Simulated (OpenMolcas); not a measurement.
**Ne VI: effect of the IPEA shift**

```yaml
Program: OpenMolcas
Basis: ANO-RCC-VTZP [4s3p2d1f]
Scalar_Hamiltonian: DKH2, point nucleus
Active_space: 3 electrons in 4 orbitals (2s 2p)
State_averaging: 2S+1 = 4 odd, 1 root; 2S+1 = 2 odd, 8 roots (3 in the spin-orbit step); 2S+1 = 4 even, 3 roots; 2S+1 = 2 even, 9 roots
Spin-orbit_coupling: RASSI with atomic mean-field integrals over the reference wave functions, term energies averaged over their components
```

Methods on the same reference wave functions:
A. CASSCF
B. SS-CASPT2, IPEA 0 Eh, imaginary shift 0.1 Eh (closed shells correlated: 1s)
C. SS-CASPT2, IPEA 0.25 Eh, imaginary shift 0.1 Eh (closed shells correlated: 1s)

Energies in cm⁻¹ above 2s² 2p ²P°_1/2, the measured ground level; measured values from NIST levels in Podobedova, Fuhr, Reader and Wiese, J. Phys. Chem. Ref. Data 33, 525 (2004).

| Level | A | B | C | Measured |
| --- | --- | --- | --- | --- |
| 2s² 2p ²P°_1/2 | 0.0 | 0.0 | 0.0 | 0.0 |
| 2s² 2p ²P°_3/2 | 1241 | 1241 | 1241 | 1310 |
| 2s 2p² ⁴P_1/2 | 94675 | 99581 | 99404 |  |
| 2s 2p² ⁴P_3/2 | 95121 | 100027 | 99850 |  |
| 2s 2p² ⁴P_5/2 | 95851 | 100756 | 100579 |  |
| 2s 2p² ²D_3/2 | 185007 | 179525 | 179642 | 179021 |
| 2s 2p² ²D_5/2 | 185014 | 179533 | 179651 | 178992 |
| 2s 2p² ²S_1/2 | 235455 | 231830 | 231782 | 230853 |
| 2s 2p² ²P_1/2 | 260855 | 250552 | 251085 | 249292 |
| 2s 2p² ²P_3/2 | 261708 | 251398 | 251932 | 250112 |

Deviations, from unrounded energies. A percentage is the sum of absolute deviations over the sum of measured energies, with the sign that they share, or ± where signs differ.

```tsv
Against measurement	Levels	A	B	C
mean absolute deviation (cm-1)	6	6600	770	980
fine structure of the ground term (%)	1	-5.3	-5.3	-5.3
other configurations (%)	5	+3.7	+0.4	+0.5
```

B lies closest to measurement on these levels and A furthest from it. The largest miss of B in the table is 2s 2p² ²P_3/2, by +1300 cm-1. The ranking rests on the paired levels alone, and a cruder setting can come out closer through cancelling errors.

Between B and C the level of the table that moves most is 2s 2p² ²P_3/2, by 530 cm-1 (lowest in B, highest in C).

The lowest spin-free term lies below A's lowest term by 0.047 hartree in B, 0.046 hartree in C.

Computed and measured levels are paired by configuration, term and J; levels that our copy of the source lacks, or whose pairing is in doubt (as where it misses far off the trend of its configuration), stay unpaired and out of the deviations. Only configurations of the active space appear. Levels that lie high or do not pair safely by name in every column are left out.

° marks odd parity.
